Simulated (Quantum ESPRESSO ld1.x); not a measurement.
Problem. The mean radii <r> (bohr) of the occupied orbitals of an atom or ion are listed with their occupations. All-electron calculation, Dirac Kohn-Sham, PBE, spin-unpolarised, spherical densities, point nucleus. Program: ld1.x of Quantum ESPRESSO 7.5.

| orbital | occ. | <r> |
|---|---|---|
| 1s1/2 | 2 | 0.01604 |
| 2s1/2 | 2 | 0.06678 |
| 2p1/2 | 2 | 0.05478 |
| 2p3/2 | 4 | 0.06366 |
| 3s1/2 | 2 | 0.1711 |
| 3p1/2 | 2 | 0.1614 |
| 3p3/2 | 4 | 0.1766 |
| 3d3/2 | 4 | 0.1528 |
| 3d5/2 | 6 | 0.1574 |
| 4s1/2 | 2 | 0.3405 |
| 4p1/2 | 2 | 0.3356 |

Name the element and its charge. Open shells, if any, fill j = l - 1/2 first.

Solution. Z = 82, lead, charge +50: Pb50+ in [Ar] 3d10 4s2 4p2. The 1s radius gives Z: for a bare nucleus <r> = (2 gamma + 1)/(2Z) with gamma = sqrt(1 - (Z/c)^2), 0.01587 bohr for Z = 82, and screening makes it slightly larger (0.01604 here). The occupations add up to 32, and the charge is Z minus that.
